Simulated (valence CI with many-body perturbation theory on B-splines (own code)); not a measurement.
Values are calculated unless marked as measured or tabulated.
## A CI+MBPT run for W35+

Method: relativistic CI+MBPT: three valence electrons over a frozen Dirac-Fock core [Kr], radial functions for each j: 6 s, 6 p, 5 d, 5 f, 1 g, with the one-electron correlation potential Σ1 (screened to all orders), the two-electron term Σ2, the three-electron term Σ3, Breit, model QED; selected single and double excitations, second order for the rest, scaled by the run's own slope (own B-spline code, finite nucleus).

Command, and the settings that its task file holds:

```sh
python run_cv.py task.json out
```

```
atom W  Z=74  mass_number=184  rms_radius_fm=5.3658
core [Kr]
valence 4d3
avg = 1
basis = S
breit = 1
cap = 10000
capref = 1200
cscale = 1
de = 0.0
dress = 0
eps = 2e-08
extrap = 1
h = 0.27
hh = 1
l2 = 3
lcore = 6
maxit = 60
n2 = 5
natural = 1
nlev = 21
nno = [3, 3, 3, 3, 1]
nroot = 26
nsp = [3, 3, 2, 2, 0]
pt2 = 1
qed = 1
rpa = 1
s1 = 1
s2 = 1
s3 = 1
screen = 1
tol = 0.03
whole = 1
```

It took 55 s on 1 thread of Arm Neoverse N1, on a shared host.

Log. The first blocks belong to the next ion, which gives the ionisation energy. Fields: 2J, parity (1 odd), roots, reference size, generating configurations, candidates as configurations/state functions, variational space P, stored matrix elements, Davidson steps; e2 is the range of second-order energies in hartree. The first line gives the box (bohr), its intervals, the orbitals and the steps of their self-consistent field. Window is the range of levels sought, series limit the energy at which the first omitted orbital would enter, core excitation an estimate of the first excitation out of the core, left out the lowest levels not solved, and shifts from estimates the range by which levels moved from their first estimate, all in cm⁻¹.

```
rmax 4.1 intervals 58 orbitals 40 references ['4d3', '4d2 4f', '4d 4f2', '4d2 5s', '4d2 5p'] scf 3 t 2.0
2J=4 par=0 roots 2 ref 42 generators 3 cand 293/293 P 297/297 nnz 0 it 0
2J=4 par=0 roots 2 ref 42 generators 6 cand 38/38 P 321/321 nnz 0 it 0
   second order: generators 8 cand 14/14 e2 -0.00000 -0.00000
2J=0 par=0 roots 2 ref 17 generators 4 cand 108/108 P 123/123 nnz 0 it 0
2J=0 par=0 roots 2 ref 17 generators 4 cand 2/2 P 125/125 nnz 0 it 0
   second order: generators 6 cand 0/0 e2 -0.00000 -0.00000
2J=6 par=0 roots 2 ref 32 generators 2 cand 250/250 P 171/171 nnz 0 it 0
2J=6 par=0 roots 2 ref 32 generators 4 cand 111/111 P 197/197 nnz 0 it 0
   second order: generators 6 cand 85/85 e2 -0.00000 -0.00000
reference levels 496, estimated 19, window 508952 1/cm; series limit 6319885, core excitation 1262768
2J=3 par=0 roots 5 ref 38 generators 7 cand 919/2166 P 668/1699 nnz 0 it 1
2J=3 par=0 roots 5 ref 38 generators 10 cand 795/1859 P 801/2076 nnz 0 it 2
   second order: generators 11 cand 896/1958 e2 -0.00000 -0.00000
2J=5 par=0 roots 5 ref 44 generators 5 cand 971/2709 P 683/1997 nnz 0 it 1
2J=5 par=0 roots 5 ref 44 generators 8 cand 822/2305 P 807/2426 nnz 0 it 3
   second order: generators 11 cand 1002/2621 e2 -0.00000 -0.00000
2J=7 par=0 roots 3 ref 38 generators 2 cand 295/736 P 616/1735 nnz 0 it 1
2J=7 par=0 roots 3 ref 38 generators 6 cand 840/2434 P 720/2057 nnz 0 it 2
   second order: generators 8 cand 1070/3047 e2 -0.00001 -0.00000
2J=9 par=0 roots 3 ref 31 generators 3 cand 227/463 P 518/1365 nnz 0 it 1
2J=9 par=0 roots 3 ref 31 generators 8 cand 799/2062 P 592/1569 nnz 0 it 2
   second order: generators 11 cand 1389/3774 e2 -0.00000 -0.00000
2J=1 par=0 roots 2 ref 21 generators 3 cand 815/1295 P 585/936 nnz 0 it 0
2J=1 par=0 roots 2 ref 21 generators 6 cand 685/1079 P 705/1146 nnz 0 it 0
   second order: generators 8 cand 798/1232 e2 -0.00000 -0.00000
2J=11 par=0 roots 1 ref 19 generators 1 cand 222/412 P 359/799 nnz 0 it 0
2J=11 par=0 roots 1 ref 19 generators 3 cand 693/1589 P 421/967 nnz 0 it 0
   second order: generators 5 cand 965/2356 e2 -0.00000 -0.00000
left out: unestimated 1635403, estimated none, shifts from estimates -15 to 3
operators 4.8
```

The Davidson iterations converged. The settings are bad on purpose, so the numbers may not be properties of the ion.

The last digits are not significant, and no measured levels were compared; by estimate large intervals hold to a few tenths of a per cent, small ones and those within an open d or f shell to about a per cent. Only levels of the ground parity were solved; by the run's estimate the other parity begins above the list, which can be wrong where configurations are misplaced.

* Valence energy: -172.5632 hartree
* Ionisation energy: 1509.3 eV (NIST: 1512.4 ± 1.5 eV (semi-empirical))
* Reference configurations for the orbitals: 4d3, 4d2 4f, 4d 4f2, 4d2 5s, 4d2 5p
* Radial orbitals: 40
* Box radius: 4.148 bohr
* Largest variational space: 2426
* Lowest levels: (4d3/2^3) J=3/2 0, (4d3/2^2 4d5/2) J=5/2 [a] 121230, (4d3/2^2 4d5/2) J=3/2 140810, (4d3/2^2 4d5/2) J=7/2 152160, (4d3/2^2 4d5/2) J=9/2 155200, (4d3/2^2 4d5/2) J=1/2 156680, (4d3/2^2 4d5/2) J=5/2 [b] 220750, (4d3/2 4d5/2^2) J=7/2 [a] 272040, (4d3/2 4d5/2^2) J=9/2 285620, (4d3/2 4d5/2^2) J=3/2 [a] 299450, (4d3/2 4d5/2^2) J=1/2 308370, (4d3/2 4d5/2^2) J=5/2 [a] 315220, (4d3/2 4d5/2^2) J=11/2 316180, (4d3/2 4d5/2^2) J=5/2 [b] 337370 cm⁻¹

Levels are named by their leading jj configuration (3d3/2^4 stands for four electrons in 3d with j = 3/2), which in mixed levels can hold well under half, so a name can repeat and another be missing. Letters in brackets count levels of one name in rising energy.
